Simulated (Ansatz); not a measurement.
Ansatz (an electronic-structure program) input:

Ansatz 0.2 input:
```yaml
crystal:
  periodic: [false, false, false]
  atoms:
    - {symbol: O, position_ang: [0.02270856, 0.01175974, -1.23021290]}
    - {symbol: N, position_ang: [-0.00000000, 0.00000000, 0.00000000]}
    - {symbol: O, position_ang: [1.01027074, 0.29639100, 0.63685411]}
    - {symbol: O, position_ang: [-1.03297929, -0.30815073, 0.59335878]}
basis:
  gaussian:
    orbitals: def2-TZVP
hamiltonian:
  xc: b3lyp
  dispersion: d3bj
magnetization: {spin_polarized: true, initial_magnetization: 1}
phonons: {temperatures: {t_min: 298.15, t_max: 298.15, t_step: 100}}
```

Task: What final total energy does it print?

Result: -280.34854 Eh (B3LYP-D3(BJ)/def2-TZVP). The basis has 124 functions.

It need not be the lowest isomer of its formula.
